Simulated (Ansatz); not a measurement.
Reaction (ligand exchange at the Si–C bond): `[SiH3]C1(Cl)C=C1` + `N[SiH2]S` → `N[SiH2]S[SiH3]` + `ClC1C=C1`

Isolated molecules relaxed with PBE0-D4/def2-TZVP in Ansatz; ΔE leaves out vibrations. CCSD(T)/CBS adds triple-zeta CCSD(T) − MP2 to the extrapolated MP2 energy (def2 sets, frozen cores). Functionals use def2-TZVPP. One conformer a species, not always the lowest.

Question: Is it downhill or uphill in electronic energy at CCSD(T)/CBS, and by how much? (Best estimate.)

Answer: Ansatz gave: Downhill: ΔE = -16.0 kcal/mol.

Question: What do these levels give: r2SCAN-D4, ωB97X-V, PBE, r2SCAN, SCS-MP2/def2-QZVPP, MP2/CBS(def2)? (Best estimate.)

Answer: Computed: r2SCAN-D4 -16.6, ωB97X-V -16.3, PBE -16.4, r2SCAN -16.6, SCS-MP2/def2-QZVPP -16.1, MP2/CBS(def2) -16.5 kcal/mol.

Largest T1 diagnostic among the species: 0.011.

In def2-TZVPP, CCSD(T) changes the Hartree–Fock value by +1.4 kcal/mol (the triples alone add +0.2 kcal/mol) and MP2 by +0.9 kcal/mol. From PBE to PBE0 (25 % exact exchange), in def2-TZVPP and without D4, ΔE moves by −0.8 kcal/mol.
